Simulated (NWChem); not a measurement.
C₂H₄BF₃; SMILES FCB(CF)F

```xyz
10

F     -0.6377    -2.2223     0.0000
C     -0.8570    -0.8686     0.0000
B      0.4601    -0.0153     0.0000
F      1.6479    -0.5996     0.0000
C      0.4170     1.5583     0.0000
F     -0.8767     2.0366     0.0000
H     -1.4708    -0.5840     0.8775
H     -1.4708    -0.5840    -0.8775
H      0.9547     1.9542    -0.8833
H      0.9547     1.9542     0.8833
```
Atoms are numbered in this order, from 1.

All runs: NWChem. Pople sets run with spherical d functions. Coordinates come from a PBE0/def2-SVP optimisation. Atomic charges in e: unrestrained fits to the electrostatic potential beside Mulliken populations; buried atoms are poorly determined by the fit.

Question: What does the run give for Hartree-Fock/6-31G*? Quantities: ESP F1; Mulliken F1; ESP C2; Mulliken C2; ESP B3; Mulliken B3; ESP F4; Mulliken F4; ESP C5; Mulliken C5; relative RMS misfit of the potential (%).

Answer: 
```
Item                                      Value
----------------------------------------  -----
ESP F1                                    -0.31
Mulliken F1                               -0.44
ESP C2                                     0.20
Mulliken C2                               -0.07
ESP B3                                     0.55
Mulliken B3                                0.72
ESP F4                                    -0.33
Mulliken F4                               -0.37
ESP C5                                     0.05
Mulliken C5                               -0.08
relative RMS misfit of the potential (%)     16
```
